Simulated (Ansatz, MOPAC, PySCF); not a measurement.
C2H8O3Sn, SMILES `[OH][Sn]([OH])([OH])[CH2]C`, neutral singlet in the gas phase. In the def2 sets core potentials replace the inner electrons of Sn.

Cartesian coordinates (Å):
```xyz
14

C     -2.0609     0.4846    -0.0296
C     -0.9701    -0.0482    -0.9481
Sn     0.9107    -0.2160     0.0444
O      1.1722     1.2602     1.3449
O      2.4722    -0.1564    -1.1757
O      1.0987    -1.8864     1.0976
H     -1.7912     1.4614     0.3993
H     -2.2569    -0.2001     0.8099
H     -3.0083     0.6089    -0.5782
H     -0.7951     0.6098    -1.8134
H     -1.2061    -1.0495    -1.3398
H      2.0121     1.7066     1.1814
H      3.0644    -0.8971    -0.9962
H      1.3586    -1.6778     2.0035
```
Charge 0, multiplicity 1.

All levels are single points at this geometry (PBE0-D3(BJ)/def2-SVP); Pople sets use spherical d functions. Orbital energies aren't observables, and empty levels follow the basis.

```
level                                  HOMO (eV)  LUMO (eV)  gap (eV)  dipole (D)  vertical IE, Delta-SCF (eV)
-------------------------------------  ---------  ---------  --------  ----------  ---------------------------
B3LYP-D3(BJ)/def2-TZVP in Ansatz           -7.87      -1.24      6.63        0.87                         9.88
CAM-B3LYP-D3(BJ)/def2-TZVP in Ansatz       -9.49       0.03      9.52        0.83                            –
PBE-D3(BJ)/def2-TZVP in Ansatz             -6.61      -1.83      4.78        0.83                         9.33
B3LYP/6-31G* (LANL2DZ on Sn) in PySCF      -7.59      -0.50      7.08        0.55                         9.71
HF/6-31G* (LANL2DZ on Sn) in PySCF        -11.36       3.47     14.83        0.65                        10.18
AM1 in MOPAC                               -9.76      -0.40      9.36        0.75                            –
PM3 in MOPAC                              -10.81      -1.06      9.75        0.41                            –
PM6 in MOPAC                              -10.77      -0.59     10.18        0.56                            –
PM7 in MOPAC                              -10.44       0.94     11.38        0.37                            –
```

Ansatz is a quantum-chemistry and plane-wave program.
